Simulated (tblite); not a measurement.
Compound: C₆H₉ClSi.
Z-matrix (Å and degrees, GFN2-xTB geometry), rows numbered from 1:
```
C 
C   1  1.3204
C   2  1.4889  1  124.22
C   3  1.5579  2  116.20  1   135.09
C   4  1.5198  3   87.58  2   115.29
Si  5  1.8699  4  132.51  3   179.67
C   5  1.3380  4   91.66  3     0.09
Cl  7  1.7036  3  129.31  2    63.20
H   1  1.0766  2  122.00  3   179.23
H   1  1.0781  2  121.73  3    -0.68
H   2  1.0822  1  120.77  3  -178.80
H   3  1.0917  2  110.74  1     2.87
H   4  1.0880  3  114.29  2    -0.77
H   4  1.0879  3  114.44  2  -128.41
H   6  1.4602  5  109.23  4   170.02
H   6  1.4651  5  107.88  4    49.72
H   6  1.4657  5  108.59  4   -69.11
```

Computed with GFN2-xTB (tblite): harmonic, unscaled wavenumbers at the GFN2-xTB geometry, gas phase. This tight-binding method is rough: wavenumbers can miss measured ones by several per cent, in bad cases by 10 to 20. Modes of hydrogen on silicon can be 10 to 20 % off. One conformer, not necessarily the lowest.

Harmonic wavenumbers (cm⁻¹): 31.2, 54.3, 67.9, 117.6, 164.6, 244.4, 275.2, 343.5, 373.2, 467.5, 480.6, 544.2, 556.9, 580.9, 687.2, 775.7, 776.4, 788.2, 835.7, 898.0, 942.2, 976.4, 1001.0, 1022.5, 1033.2, 1092.7, 1146.3, 1163.0, 1189.8, 1212.2, 1243.8, 1301.8, 1415.5, 1453.9, 1650.9, 1709.5, 2244.8, 2253.3, 2294.7, 2957.6, 2998.3, 3008.1, 3059.8, 3098.0, 3126.6.

A = 2049, B = 927.6, C = 677.1 MHz; mass 144.016 u (most abundant isotopes); point group C1, symmetry number 1.

Problem. Zero-point energy?

Solution. ½Σν̃ = 26830 cm⁻¹ = 320.95 kJ/mol.

Problem. Give the ideal-gas entropy at 350 K and 1 bar in the rigid-rotor, harmonic-oscillator model (classical rotation).

Solution. Translation 174.17, rotation 127.11, vibration 151.55: S = 452.8 J/(mol K).

Problem. And Cp and H(350 K) − H(0)?

Solution. Cp = 179.26 J/(mol K), of which vibrations give 146.00 (their classical limit is 45 R = 374.2); H(350 K) − H(0) = 37.94 kJ/mol without the zero-point energy, 26.30 from vibrations.

Problem. Blend soft modes into free rotors: weight 1/[1 + (100 cm⁻¹/ν̃)⁴] for the oscillator and the rest for a rotor with moment μB/(μ + B), μ = h/(8π²ν), B = 10⁻⁴⁴ kg m². What vibrational entropy results?

Solution. 133.63 J/(mol K) in place of 151.55, which changes −T·S at 350 K by +6.27 kJ/mol.

Problem. Which modes carry the vibrational entropy at 350 K?

Solution. 31.2 cm⁻¹: 25.40; 54.3 cm⁻¹: 20.80; 67.9 cm⁻¹: 18.95; 117.6 cm⁻¹: 14.44; 164.6 cm⁻¹: 11.72; 244.4 cm⁻¹: 8.62 J/(mol K); the other 39 give 51.62 together.

Problem. What must be added to the electronic energy to get the Gibbs energy at 350 K and 1 bar?

Solution. ZPE + [H(350 K) − H(0)] − T·S = 320.95 + 37.94 − 158.49 = 200.40 kJ/mol.

Problem. How do the functions run with temperature in this model?

Solution. 
```tsv
T (K)	S (J/(mol K))	Cp (J/(mol K))	H − H(0) (kJ/mol)	G − H(0) (kJ/mol)	ln q(vib)
100	304.6	78.8	5.77	-24.69	2.47
200	371.0	118.0	15.58	-58.62	5.26
300	426.7	159.6	29.46	-98.56	7.89
500	525.5	228.6	68.72	-194.03	13.01
800	648.1	291.8	147.69	-370.75	20.20
1000	716.2	318.4	208.86	-507.33	24.58
```

q(vib) and H(0) count from the zero-point level.

Hindered rotation and anharmonicity are outside this model. Other conformers, if any are populated, would add a mixing term that is left out. The structure is chiral; the term R ln 2 for an equal mix with its mirror image is left out.

The run took 1.2 s wall on an Arm Neoverse N1 with one thread, no GPU (shared host). The figure is for the frequency step alone.
